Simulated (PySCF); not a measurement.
Species: C4H8ClSi (doublet state).
Z-matrix (Å and degrees, GFN2-xTB geometry), rows numbered from 1:
```
C 
C   1  1.3213
C   2  1.4844  1  123.54
Cl  3  1.9005  2  105.25  1  -110.04
C   3  1.4458  2  115.45  1   133.54
Si  5  1.8588  3  123.70  2  -151.70
H   1  1.0775  2  121.81  3     0.54
H   1  1.0762  2  121.74  3  -179.29
H   2  1.0814  1  121.10  3   179.81
H   3  1.0895  2  112.55  1     0.70
H   5  1.0813  3  115.37  2    35.89
H   6  1.4626  5  107.49  3   160.38
H   6  1.4672  5  111.43  3   -79.29
H   6  1.4659  5  108.18  3    40.41
```

The hyperfine couplings belong to this conformer and change with its torsions.

As a line formula: `C=C[C@H](Cl)[CH][SiH3]` [radical].

The calculation used UKS B3LYP, pcH-1 on C Cl H Si, non-relativistic, mean-field spin-orbit, GIAO in PySCF 2.14.0. Geometry: GFN2-xTB, one conformer, isolated molecule. Couplings are sensitive to structure, and on GFN2-xTB geometries they can be far from those on DFT ones. The SCF solution wasn't tested for stability.

(1) Where do the isotropic ENDOR lines of H11, H12/H13/H14, H10, H7, H9 and Cl4 fall at 3359.3 mT, to first order?

(2) Which pairs are centred on the nuclear Larmor frequency, and which on half the coupling?

Answers

(1) ν± = |νn ± a/2|, one line for each electron-spin manifold; νn = |g_N| × 7.62259 MHz/T × B.

```json
{"nuclei": "H11", "isotope": "1H", "g_N": "5.5857", "νn (MHz)": "143.03", "a_iso (MHz)": "-52.61", "lower line (MHz)": "116.73", "upper line (MHz)": "169.33"}
{"nuclei": "H12/H13/H14", "isotope": "1H", "g_N": "5.5857", "νn (MHz)": "143.03", "a_iso (MHz)": "38.32", "lower line (MHz)": "123.87", "upper line (MHz)": "162.19"}
{"nuclei": "H10", "isotope": "1H", "g_N": "5.5857", "νn (MHz)": "143.03", "a_iso (MHz)": "8.72", "lower line (MHz)": "138.67", "upper line (MHz)": "147.39"}
{"nuclei": "H7", "isotope": "1H", "g_N": "5.5857", "νn (MHz)": "143.03", "a_iso (MHz)": "-0.68", "lower line (MHz)": "142.69", "upper line (MHz)": "143.37"}
{"nuclei": "H9", "isotope": "1H", "g_N": "5.5857", "νn (MHz)": "143.03", "a_iso (MHz)": "-0.65", "lower line (MHz)": "142.71", "upper line (MHz)": "143.35"}
{"nuclei": "Cl4", "isotope": "35Cl", "g_N": "0.5479", "νn (MHz)": "14.03", "a_iso (MHz)": "38.86", "lower line (MHz)": "5.40", "upper line (MHz)": "33.46"}
```

(2) Centred on νn, since |a| < 2νn: H11, H12/H13/H14, H10, H7 and H9. Centred on |a|/2 and split by 2νn: Cl4.

Class means assume fast exchange of nuclei equivalent by connectivity; if that motion is slow, each nucleus keeps its own coupling. The three 1H nuclei of mean +38.3 MHz run from 9.6 to 81.5 MHz in the frozen geometry.

Main isotope only: 35Cl (natural samples also hold 24 % 37Cl, magnetic too, which adds its own pattern).

The largest Mulliken spin populations are on C5 (+0.92), Cl4 (+0.15) and C3 (-0.07). The angles at C5 add up to 359.6°, so it is planar; its axial dipolar tensor and the negative coupling of its proton fit spin in a p orbital normal to that plane.
